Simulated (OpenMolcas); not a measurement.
A calculation on Sb I.

```yaml
Program: OpenMolcas
Method: CASSCF
Basis: ANO-RCC-VTZP [7s6p4d2f1g]
Scalar_Hamiltonian: DKH2, point nucleus
Active_space: 3 electrons in 3 orbitals (5p)
State_averaging: 2S+1 = 4 odd, 1 root; 2S+1 = 2 odd, 8 roots
Spin-orbit_coupling: RASSI with atomic mean-field integrals over the reference wave functions, term energies averaged over their components
```

Task: Which level of the active space comes out lowest?

Result: 5s² 5p³ ⁴S°_3/2, with 98 % of that term; it is also the measured ground level.

Task: How high does 5s² 5p³ ²P°_3/2 lie?

Result: 23220 cm⁻¹ above the lowest level; measured 18464 cm⁻¹ above the ground level, so the calculation is off by +26 %.

Task: How high does 5s² 5p³ ²D°_5/2 lie?

Result: 13406 cm⁻¹ above the lowest level; measured 9854 cm⁻¹ above the ground level, so the calculation is off by +36 %.

Task: How high does 5s² 5p³ ²P°_1/2 lie?

Result: 21932 cm⁻¹ above the lowest level; measured 16395 cm⁻¹ above the ground level, so the calculation is off by +34 %.

Measured values: NIST Handbook of Basic Atomic Spectroscopic Data.

With the s shell closed, the reference lacks s² → p² mixing. Computed and measured levels are paired by configuration, term and J; levels that our copy of the source lacks, or whose pairing is in doubt (as where it misses far off the trend of its configuration), stay unpaired and out of the deviations. Only configurations of the active space appear.

° marks odd parity.
